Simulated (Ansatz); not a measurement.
Reaction (SMILES): CO[B]OC → [CH2]CB(O)O
Each molecule is optimised on its own at B3LYP-D3(BJ)/def2-TZVP (Ansatz, a program for electronic structure), one conformer each, not searched for the lowest.

Quantity: isomerisation energy (electronic energy difference), in kcal/mol. Cores are frozen in the correlated levels unless marked. UHF or UKS for open shells. No spin-orbit coupling. No relativistic terms. Basis-set limits of correlation are two-point, X^-3; Hartree-Fock from the larger set. [CCSD(T)-MP2]/basis is that difference in the basis named.

RI-MP2/CBS(cc-pVTZ,cc-pVQZ)+[CCSD(T)-MP2]/cc-pVTZ (Ansatz) gives -39.3 kcal/mol.

**Question.** Another calculation gave -39.7 kcal/mol. Which level was it?
A) B97M-V/def2-TZVPD (Ansatz)
B) B2GP-PLYP/def2-TZVPD (Ansatz)
C) BLYP/def2-TZVPD (Ansatz)

**Answer.** A, B97M-V/def2-TZVPD (Ansatz). The others give -33.4 (BLYP), -37.0 (B2GP-PLYP) kcal/mol.
